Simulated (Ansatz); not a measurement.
C₄H₆BCl, SMILES `CC1=CB(Cl)C1`. The species carries charge 0 and has multiplicity 1.

```xyz
12

C     0.9195    0.2687   -1.4424
C     0.2610    0.0392   -0.1378
C     0.7453   -0.0670    1.1246
B    -0.6863   -0.2597    1.6048
Cl   -1.4616   -0.4991    3.1492
C    -1.2325   -0.1435    0.1106
H     2.0011    0.3732   -1.3490
H     0.5106    1.1689   -1.9132
H     0.6960   -0.5599   -2.1228
H     1.7681   -0.0061    1.4733
H    -1.6688   -1.0353   -0.3493
H    -1.8523    0.7205   -0.1478
```

**Question.** What are the harmonic wavenumbers in cm⁻¹ at PBE0-D4/def2-TZVP (Ansatz, finite differences of forces, unscaled)? (Estimate.)

**Answer.** The calculation gave: 10i, 170, 218, 377, 407, 421, 439, 679, 829, 890, 933, 973, 1001, 1007, 1054, 1123, 1168, 1237, 1323, 1390, 1448, 1458, 1461, 1626, 3038, 3054, 3096, 3097, 3142, 3225.
